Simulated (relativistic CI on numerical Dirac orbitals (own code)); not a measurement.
Calculated at this level of theory: Dirac-Coulomb-Breit CI, orbitals from a KLI potential per configuration, QED by a radiative potential, unscaled Slater integrals (own radial code, finite nucleus).

The strongest absorption lines from the ground level of an ion, among the configurations computed and to levels below about 56300 eV (vacuum wavelength in nm, gf): 0.02204 (0.0095), 0.02230 (0.017), 0.02281 (0.035), 0.02286 (0.015), 0.02399 (0.094), 0.02411 (0.043), 0.02811 (0.46), 0.02867 (0.24).

**Question.** Which ion is it?
A. Gd60+
B. Tm67+
C. Pr57+
D. Gd62+

**Answer.** D. Gd62+ has 2 electrons and the ground level 1s2 1S_0; the strongest line goes to 1s 2p 1P°_1. The pattern of lines fixes the number of electrons, and along that sequence the line energies rise steadily with the charge (about as its square where n changes within one kind of shell, about linearly where n is kept but much faster in heavy ions where fine structure, which grows about as Z⁴, sets the gap, and irregularly where shells cross), which fixes Z. Configurations outside the model, such as inner-shell arrays, can give stronger lines. At this charge energies of transitions that change n are usually good to better than 1 %, and those within a shell (Δn = 0) to a few per cent.

LS names give the leading component of a level, which can be under half, so a name can repeat, a term be missing and a line seem to break the LS rules.
